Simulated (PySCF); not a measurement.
Ir(OH)2 (H2IrO2), SMILES [Ir]([OH])[OH] (connectivity only; charge and spin as stated), neutral, multiplicity 4. Atoms are numbered in the order given.

```xyz
5

Ir     0.0000     0.0000    -0.0324
O      1.8895    -0.0585     0.0567
H      2.3520     0.3757     0.7945
O     -1.8895     0.0585     0.0567
H     -2.3520    -0.3757     0.7945
```
Charge 0, spin multiplicity 4.

The structure is a stationary point at PBE-D3(BJ)/def2-TZVP. The multiplicity is an assumed one; other spin states were not compared. The def2 effective core potentials stand for the cores of Ir; spin–orbit coupling is left out. One conformer was computed; it need not be the lowest.

These are PBE/def2-TZVPD (PySCF) values and carry that method's errors.

Isolated molecule, no solvent.

| Property | Value |
|---|---|
| total energy | -255.93640 hartree |
| point group | C2 |
| α spin, highest occupied and lowest empty level | -6.00 and -1.07 eV |
| β spin, highest occupied and lowest empty level | -5.86 and -5.54 eV |
| dipole moment | 0.393 e·Å |
| quadrupole, principal values (traceless, Buckingham form, about the centre of nuclear charge) | -5.66, -0.16, 5.82 D·Å |
| mean static polarisability | 54.6 bohr³ (8.09 Å³) |
| polarisability, principal values | 42.5, 45.7, 75.6 bohr³ |
| ⟨S²⟩ | 3.755 (pure state 3.75) |
